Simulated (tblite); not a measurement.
Compound: C4H2N3 (doublet state).
Numbering: `[N:1]#[C:2][C:3]1=[N:4][CH:5]=[CH:6][N:7]1` (hydrogens: H8 on C5; H9 on C6)

Computed with GFN2-xTB (tblite), gas phase: L-BFGS steps from a force-field or distance-geometry start until the largest atomic force falls under 0.01 eV/Å.

Step 15: E = -495.9843 eV
```
atom  x, y, z in Å  |  force x, y, z in eV/Å
N1      3.3531   -0.0837   -0.0370   -0.050  -0.030   0.036
C2      2.2049   -0.0802    0.0041    0.068   0.005  -0.007
C3      0.8081   -0.0432    0.0177   -0.008   0.020  -0.023
N4      0.0905    0.7705   -0.7894   -0.015   0.036  -0.038
C5     -1.1807    0.5382   -0.5111    0.019   0.004  -0.003
C6     -1.2306   -0.4557    0.5059    0.011  -0.002   0.001
N7      0.0119   -0.7934    0.8105    0.011  -0.009   0.008
H8     -1.9698    1.0579   -1.0168   -0.023  -0.019   0.022
H9     -2.0739   -0.9044    0.9908   -0.012  -0.003   0.006
```

Step 16: E = -495.9845 eV
```
atom  x, y, z in Å  |  force x, y, z in eV/Å
N1      3.3534   -0.0861   -0.0343   -0.069  -0.029   0.035
C2      2.2050   -0.0800    0.0040    0.085   0.009  -0.013
C3      0.8082   -0.0419    0.0162   -0.012   0.017  -0.020
N4      0.0891    0.7715   -0.7904   -0.010   0.035  -0.038
C5     -1.1817    0.5384   -0.5113    0.022  -0.005   0.007
C6     -1.2291   -0.4565    0.5067   -0.002   0.016  -0.020
N7      0.0140   -0.7933    0.8101   -0.014   0.002  -0.001
H8     -1.9720    1.0583   -1.0171    0.001  -0.040   0.042
H9     -2.0733   -0.9045    0.9910    0.000  -0.005   0.008
```

Step 17: E = -495.9849 eV
```
atom  x, y, z in Å  |  force x, y, z in eV/Å
N1      3.3538   -0.0900   -0.0300   -0.058  -0.026   0.031
C2      2.2053   -0.0795    0.0035    0.057   0.013  -0.016
C3      0.8082   -0.0397    0.0137   -0.012   0.014  -0.017
N4      0.0872    0.7733   -0.7925   -0.004   0.019  -0.022
C5     -1.1828    0.5387   -0.5116    0.028  -0.012   0.014
C6     -1.2273   -0.4573    0.5075   -0.021   0.030  -0.034
N7      0.0161   -0.7929    0.8093   -0.027   0.017  -0.016
H8     -1.9746    1.0584   -1.0168    0.018  -0.055   0.056
H9     -2.0725   -0.9050    0.9918    0.020  -0.002   0.003
```

Step 18: E = -495.9853 eV
```
atom  x, y, z in Å  |  force x, y, z in eV/Å
N1      3.3541   -0.0960   -0.0234   -0.025  -0.020   0.024
C2      2.2058   -0.0784    0.0024   -0.003   0.014  -0.016
C3      0.8081   -0.0364    0.0099   -0.004   0.006  -0.009
N4      0.0846    0.7761   -0.7956    0.013  -0.003   0.000
C5     -1.1839    0.5390   -0.5118    0.019  -0.013   0.016
C6     -1.2253   -0.4579    0.5081   -0.027   0.038  -0.041
N7      0.0188   -0.7918    0.8076   -0.034   0.036  -0.034
H8     -1.9778    1.0575   -1.0155    0.023  -0.061   0.062
H9     -2.0706   -0.9059    0.9930    0.037   0.002  -0.002
```

Problem. Estimate the geometry and energy of step 19. (The exact step hangs on the optimiser's Hessian estimate; all steps are aligned on step 18, rigid shifts and turns removed.)

Solution. E = -495.9859 eV, largest force 0.071 eV/Å
```
atom  x, y, z in Å  |  force x, y, z in eV/Å
N1      3.3541   -0.1041   -0.0143    0.010  -0.012   0.014
C2      2.2061   -0.0768    0.0008   -0.059   0.011  -0.012
C3      0.8080   -0.0321    0.0048    0.007  -0.002   0.000
N4      0.0816    0.7796   -0.7995    0.029  -0.027   0.025
C5     -1.1853    0.5391   -0.5118    0.012  -0.007   0.009
C6     -1.2233   -0.4581    0.5081   -0.029   0.035  -0.037
N7      0.0216   -0.7897    0.8048   -0.025   0.045  -0.044
H8     -1.9817    1.0554   -1.0128    0.010  -0.049   0.051
H9     -2.0675   -0.9071    0.9947    0.046   0.006  -0.007
```

The energy changes by -0.0006 eV. The first-order estimate −F·Δx gives -0.0008 eV and the mean of the old and new forces, exact on a quadratic surface, -0.0005 eV. The step makes an angle of 72° with the force vector and moves no atom by more than 0.012 Å.

What follows is the cost of the whole relaxation. On one thread, Arm Neoverse V2 (aarch64), no GPU, on a shared host, this took under 0.1 s wall.
